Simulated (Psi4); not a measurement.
H$_{10}$Si$_{5}$, triplet, at the geometry of the source list (a higher spin typed on purpose: for a closed-shell molecule this is an excited state).

The Psi4 input:
```
memory 2 GB

molecule {
0 3
  Si    0.79530000    1.18900000    1.36900000
  Si    1.87710000   -0.56410000    0.26970000
  Si    0.26980000   -1.67980000   -1.00830000
  Si   -1.71520000   -0.45220000   -0.87750000
  Si   -1.23030000    1.52810000    0.25990000
  H     0.54880000    0.83080000    2.77380000
  H     1.61460000    2.40140000    1.46530000
  H     2.57830000   -1.46380000    1.19310000
  H     2.95470000   -0.05190000   -0.58800000
  H     0.08020000   -3.06030000   -0.54650000
  H     0.70770000   -1.84710000   -2.39940000
  H    -2.75110000   -1.21750000   -0.17000000
  H    -2.31110000   -0.21530000   -2.19750000
  H    -1.10510000    2.64170000   -0.69190000
  H    -2.31360000    1.96100000    1.14830000
}

set basis sto-3g
set reference uks
set scf_type pk
set puream true
set d_convergence 1e-8
set dft_radial_points 99
set dft_spherical_points 590

energy('blyp')
print_variables()
```

Question: What does this run give for the number of basis functions, dipole moment, <S^2>, nuclear repulsion energy, total energy?

Answer: 
```
Property                           Value
-------------------------  -------------
number of basis functions             55
dipole moment                     0.06 D
<S^2>                              2.001
nuclear repulsion energy     494.0597 Eh
total energy               -1436.2476 Eh
```

These values belong to the state on which the SCF converged, which isn't shown to be the lowest.

Question: Roughly what does it cost on one core?

Answer: roughly 50 core-seconds.
